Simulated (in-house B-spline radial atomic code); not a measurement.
Checks on a self-consistent run for Sm VII (Sm6+), [Kr] (4d3/2)3 (4d5/2)6 (4f5/2)2 (4f7/2)2 5s2 (5p3/2)4 (8p1/2)1. Level of theory: Dirac-Hartree-Fock, average of the jj configuration, Fermi nucleus of rms radius 5.0819 fm; calculated with an all-electron radial atomic-structure program (B-spline basis).

| orbital | q | ε (Eh) | <1/r> | <r²> | small-component weight |
| --- | --- | --- | --- | --- | --- |
| 1s1/2 | 2 | -1735.48000 | 68.8099 | 0.000704671 | 0.053121 |
| 2s1/2 | 2 | -291.41066 | 16.3732 | 0.0110308 | 0.011698 |
| 2p1/2 | 2 | -275.71337 | 16.3106 | 0.00806727 | 0.011698 |
| 2p3/2 | 4 | -253.53310 | 14.5508 | 0.00930311 | 0.010904 |
| 3s1/2 | 2 | -68.99000 | 5.9721 | 0.0735506 | 0.0036926 |
| 3p1/2 | 2 | -62.21893 | 5.87251 | 0.068982 | 0.0036179 |
| 3p3/2 | 4 | -57.64027 | 5.43523 | 0.0759827 | 0.0034056 |
| 3d3/2 | 4 | -46.05505 | 5.28655 | 0.0614562 | 0.0032565 |
| 3d5/2 | 6 | -45.09943 | 5.18346 | 0.0631662 | 0.0032016 |
| 4s1/2 | 2 | -17.74181 | 2.48576 | 0.3711 | 0.0011551 |
| 4p1/2 | 2 | -14.95341 | 2.37453 | 0.393604 | 0.0010773 |
| 4p3/2 | 4 | -14.03508 | 2.2451 | 0.426089 | 0.0010197 |
| 4d3/2 | 3 | -9.55000 | 2.03955 | 0.484872 | 0.00087057 |
| 4d5/2 | 6 | -9.35193 | 1.99692 | 0.500515 | 0.00084373 |
| 4f5/2 | 2 | -4.28229 | 1.61303 | 0.699357 | 0.00057328 |
| 4f7/2 | 2 | -4.33152 | 1.60145 | 0.707064 | 0.00056667 |
| 5s1/2 | 2 | -5.18652 | 1.03524 | 1.84027 | 0.00029349 |
| 5p3/2 | 4 | -4.11303 | 0.913226 | 2.28587 | 0.00024297 |
| 8p1/2 | 1 | -0.74822 | 0.196843 | 53.5852 | 2.8172e-05 |

Electron-electron repulsion V_ee = 3594.4191 hartree.

Task: What total energy follows from the eigenvalues?

Result: The eigenvalues count the repulsion twice, so E = Σqε - V_ee = -6818.230 - 3594.419 = -10412.649 hartree; the run printed -10412.649.

Task: Does the Dirac virial theorem hold?

Result: For a point nucleus E = -2c²Σq·w, with w the small-component weight. Here Σq·w = 0.27721 and c = 137.0360, so the ratio E/(-2c²Σq·w) is 1.000117; the finite nucleus accounts for the departure from 1.

Task: What diamagnetic shielding (Lamb formula) and susceptibility (Langevin formula) do the radii give?

Result: σ = (α²/3)Σq<1/r> = 408.018/(3·137.036²) = 7242.5 ppm, and χ = -0.79199×10⁻⁶·Σq<r²> = -61.94×10⁻⁶ cm³/mol with Σq<r²> = 78.204 bohr². Both are non-relativistic formulas without the paramagnetism of open shells; for so heavy an element the full relativistic shielding is larger by tens of per cent.
